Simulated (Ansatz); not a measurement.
`[SiH3][SiH2][SiH2][SiH3]` + `C[NH][AlH][F]` → `C[N]([SiH3])[AlH][F]` + `[SiH3][SiH2][SiH3]`  (cleavage of the Si–Si bond)

Computed with Ansatz on PBE0-D4/def2-TZVP structures; ΔE is electronic, products minus reactants. CCSD(T)/CBS is the MP2 limit (def2-TZVPP, def2-QZVPP) plus CCSD(T) − MP2 in def2-TZVPP, frozen cores. DFT in def2-TZVPP. B3LYP here is the variant with VWN-RPA as its local correlation; programs differ in this. Each species was taken in one conformer, which may not be the lowest.

| level | ΔE (kcal/mol) |
| --- | --- |
| PBE0-D4 | -6.2 |
| B3LYP-D4 | -9.1 |
| SCS-MP2/def2-TZVPP | -12.1 |
| CCSD(T)/def2-TZVPP | -10.0 |

(1) What does CCSD(T)/CBS give? (Estimate.)

Largest T1 diagnostic among the species: 0.014.

Answers

(1) Computed: -9.6 kcal/mol. The listed levels differ from it by 3.4, 0.5, -2.5, -0.4 kcal/mol.

In def2-TZVPP, CCSD(T) changes the Hartree–Fock value by +2.6 kcal/mol (the triples alone add +0.3 kcal/mol) and MP2 by +1.0 kcal/mol. From PBE to PBE0 (25 % exact exchange), in def2-TZVPP and without D4, ΔE moves by −1.2 kcal/mol.
